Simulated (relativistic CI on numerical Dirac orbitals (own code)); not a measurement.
## Level scheme of Pr⁴⁰⁺

These numbers are calculated, not measured: Dirac-Coulomb-Breit CI, separate exchange-only KLI orbitals for each configuration, a model potential for QED, unscaled Slater integrals (own radial code, finite nucleus).

CI space (outside the closed core [Ne]): 3s²3p⁶3d, 3s²3p⁵3d², 3s3p⁶3d², 3s²3p⁶4s, 3s²3p⁶4p, 3s²3p⁶4d, 3s²3p⁵3d4s, 3s²3p⁶4f, 3s²3p⁵3d4p, 3s²3p⁵3d4d, 3s3p⁶3d4s, 3p⁶3d²4p, 3s²3p⁵3d4f, 3s3p⁶3d4p, 3s3p⁶3d4d, 3s²3p⁶5s, 3s²3p⁶5p, 3s3p⁶3d4f, 3s²3p⁶5d, 3s²3p⁶5f, 3s²3p⁶5g, 3p⁶3d³, 3p⁵3d⁴, 3p⁵3d³4s, 3p⁶3d²4s, 3p⁵3d²4s², 3p⁶3d²4d, 3p⁵3d³4d, 3p⁵3d²4s4d. Double excitations out of closed p, d and f shells are left out; levels of such configurations are missing from the list, as are those of other unlisted configurations, and high levels can miss mixing partners. These lack a partner that the ground configuration has and come out too high: 3s²3p⁵3d4p, 3s²3p⁵3d4f.

The lowest level is 3s²3p⁶3d ²D3/2, with 100 % of that term; Hund's rules for 3s²3p⁶3d give ²D with J = 3/2, in agreement.

| No. | Configuration | Term | J | E (cm⁻¹) | % | Landé g | Lifetime (s) |
| --- | --- | --- | --- | --- | --- | --- | --- |
| 1 | 3s²3p⁶3d | ²D | 3/2 | 0 | 100 | 0.792 |  |
| 2 | 3s²3p⁶3d | ²D | 5/2 | 210644 | 100 | 1.193 | 9.99e-06 |
| 3 | 3s²3p⁵3d² | ⁴D° | 1/2 | 1499729 | 89 | 0.084 | 6.51e-10 |
| 4 | 3s²3p⁵3d² | ⁴D° | 3/2 | 1505595 | 51 | 0.996 | 1.40e-09 |
| 5 | 3s²3p⁵3d² | ⁴F° | 5/2 | 1547866 | 38 | 1.026 | 9.79e-10 |
| 6 | 3s²3p⁵3d² | ⁴G° | 7/2 | 1571966 | 36 | 1.012 | 1.79e-07 |
| 7 | 3s²3p⁵3d² | ⁴P° | 3/2 | 1685412 | 34 | 1.365 | 1.19e-09 |
| 8 | 3s²3p⁵3d² | ⁴D° | 5/2 | 1688408 | 49 | 1.262 | 1.69e-08 |
| 9 | 3s²3p⁵3d² | ⁴G° | 9/2 | 1719412 | 72 | 1.174 | 1.38e-05 |
| 10 | 3s²3p⁵3d² | ⁴D° | 7/2 | 1728402 | 44 | 1.281 | 3.81e-10 |
| 11 | 3s²3p⁵3d² | ⁴D° | 3/2 | 1754701 | 38 | 1.058 | 1.18e-10 |
| 12 | 3s²3p⁵3d² | ⁴P° | 5/2 | 1767910 | 46 | 1.249 | 8.04e-10 |
| 13 | 3s²3p⁵3d² | ⁴G° | 11/2 | 1777821 | 53 | 1.181 | 4.13e-04 |
| 14 | 3s²3p⁵3d² | ²G° | 7/2 | 1792875 | 42 | 1.080 | 1.56e-08 |
| 15 | 3s²3p⁵3d² | ⁴P° | 1/2 | 1829513 | 36 | 1.648 | 1.30e-07 |
| 16 | 3s²3p⁵3d² | ²F° | 7/2 | 1855166 | 43 | 1.176 | 2.31e-09 |
| 17 | 3s²3p⁵3d² | ⁴D° | 5/2 | 1868736 | 43 | 1.229 | 2.15e-10 |
| 18 | 3s²3p⁵3d² | ²G° | 9/2 | 1880004 | 49 | 1.163 | 3.25e-05 |
| 19 | 3s²3p⁵3d² | ²D° | 3/2 | 1886224 | 30 | 1.349 | 1.04e-09 |
| 20 | 3s²3p⁵3d² | ²H° | 11/2 | 1948146 | 53 | 1.169 | 6.79e-06 |
| 21 | 3s²3p⁵3d² | ²D° | 5/2 | 1979170 | 52 | 1.207 | 2.47e-10 |
| 22 | 3s²3p⁵3d² | ²D° | 3/2 | 1983063 | 38 | 0.852 | 3.90e-12 |
| 23 | 3s²3p⁵3d² | ²G° | 9/2 | 2017823 | 53 | 1.124 | 4.55e-06 |
| 24 | 3s²3p⁵3d² | ²F° | 7/2 | 2020228 | 52 | 1.221 | 2.35e-11 |
| 25 | 3s²3p⁵3d² | ²F° | 5/2 | 2040514 | 77 | 0.838 | 2.17e-12 |
| 26 | 3s²3p⁵3d² | ²P° | 1/2 | 2042972 | 66 | 1.115 | 1.02e-11 |
| 27 | 3s²3p⁵3d² | ²P° | 1/2 | 2113220 | 52 | 0.756 | 2.38e-12 |
| 28 | 3s²3p⁵3d² | ²G° | 7/2 | 2168956 | 37 | 1.123 | 6.01e-12 |
| 29 | 3s²3p⁵3d² | ²P° | 3/2 | 2210702 | 52 | 1.262 | 3.68e-11 |
| 30 | 3s²3p⁵3d² | ²D° | 5/2 | 2245596 | 37 | 1.157 | 2.22e-12 |

Energies count from the lowest computed level; ° marks odd parity; lifetimes are radiative, by E1, M1, E2, M2, E3 decay to levels of this space only.

The mean weight of the leading LS term, summed over parents, in these 30 levels is 52 %, and that of the leading jj configuration (from the same eigenvectors) 90 %, so jj coupling describes them better and the LS labels are nominal.

At this charge energies of transitions that change n are usually good to better than 1 %, and those within a shell (Δn = 0) to a few per cent.

LS names give the leading component of a level, which can be under half, so a name can repeat, a term be missing and a line seem to break the LS rules.
